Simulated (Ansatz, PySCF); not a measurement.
Isomers of C2H4N2. All species are isolated molecules in the gas phase. One relaxed conformer stands for each flexible species; it need not be the lowest. Strings in code marks are SMILES.

Quantity: vertical ionisation energy (energy after one electron is removed minus that of the parent at the parent's geometry), in eV.

Level 1: frozen-core CCSD(T)/cc-pVTZ // r2SCAN-D4/def2-TZVP (Ansatz, an electronic-structure program)
Level 2: PBE-D3(BJ)/def2-TZVP // r2SCAN-D4/def2-TZVP (PySCF)
Level 3: minus the HOMO energy of B3LYP/6-31G* // r2SCAN-D4/def2-TZVP (PySCF)
Level 4: minus the HOMO energy of HF/6-31G* // r2SCAN-D4/def2-TZVP (PySCF)

```json
[
 {"species": "`N=C=CN`", "level 1": "8.17", "level 2": "7.96", "level 3": "5.26", "level 4": "8.48"},
 {"species": "`NC#CN`", "level 1": "8.46", "level 2": "8.13", "level 3": "5.32", "level 4": "8.64"}
]
```
